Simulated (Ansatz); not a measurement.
Consider the redistribution: `[NH2][GaH][BH][SiH3]` + `CN[SiH3]` → `[SiH3]BN[SiH3]` + `[CH3][GaH][NH2]`.

Program: Ansatz. Geometries: PBE0-D4/def2-TZVP. ΔE: electronic, gas phase. CCSD(T)/CBS adds triple-zeta CCSD(T) − MP2 to the extrapolated MP2 energy (def2 sets, frozen cores). Functionals use def2-TZVPP. For Ga outer-core shells are correlated without core-valence functions, which leaves a few kJ/mol of doubt a bond. Scalar relativity is left out up to krypton. One conformer a species, not always the lowest.

`[NH2][GaH][BH][SiH3]`:

```xyz
11

N    -0.103   -1.774    1.770
Ga    0.987   -0.525    1.019
B     0.663    0.117   -0.926
Si   -0.704    1.499   -1.410
H     0.020   -2.122    2.706
H    -0.865   -2.229    1.300
H     2.106    0.002    1.987
H     1.273   -0.386   -1.828
H    -1.935    0.683   -1.663
H    -1.024    2.452   -0.312
H    -0.416    2.284   -2.643
```

`CN[SiH3]`:

Z-matrix (Å, degrees):
```
C
N 1 1.447
H 1 1.093 2 109.5
H 1 1.094 2 110.9 3 -117.8
H 1 1.098 2 113.8 3 120.2
Si 2 1.716 1 123.0 3 -36.9
H 2 1.007 1 113.6 3 170.5
H 6 1.486 2 107.4 1 175.3
H 6 1.488 2 108.6 1 55.3
H 6 1.496 2 115.3 1 -64.3
```

`[SiH3]BN[SiH3]`:

Z-matrix (Å, degrees):
```
Si
B 1 2.024
H 1 1.492 2 114.7
H 1 1.491 2 109.8 3 -121.1
H 1 1.491 2 109.8 3 121.1
N 2 1.399 1 123.9 3 0.0
H 2 1.202 1 118.1 3 -180.0
Si 6 1.752 2 127.8 1 0.0
H 6 1.011 2 116.7 1 -180.0
H 8 1.483 6 110.9 2 -60.8
H 8 1.485 6 106.6 2 179.9
H 8 1.483 6 110.9 2 60.7
```

`[CH3][GaH][NH2]`:

```xyz
9

C     0.645    0.891   -1.013
Ga   -0.734    0.071    0.117
N    -0.232   -1.255    1.256
H     0.713    1.963   -0.816
H     0.394    0.772   -2.070
H     1.626    0.445   -0.839
H    -2.255    0.445    0.144
H    -0.865   -1.735    1.874
H     0.708   -1.598    1.347
```

```csv
level,ΔE (kcal/mol)
B2PLYP,-52.8
PBE0,-50.9
```

(1) What does CCSD(T)/CBS give? (Best estimate.)

Largest T1 diagnostic among the species: 0.015.

Answers

(1) The calculation gave: -52.5 kcal/mol. The listed levels differ from it by -0.3, 1.6 kcal/mol.

The D4 term adds −0.7 kcal/mol with B3LYP and −0.4 kcal/mol with PBE0; it sums over pairs of atoms, weighted by their polarisabilities, and B3LYP, whose exchange is more repulsive, gets the larger term. In def2-TZVPP, CCSD(T) changes the Hartree–Fock value by −3.1 kcal/mol (the triples alone add −0.7 kcal/mol) and MP2 by −5.4 kcal/mol.

B3LYP here is the variant with VWN-RPA as its local correlation; programs differ in this.
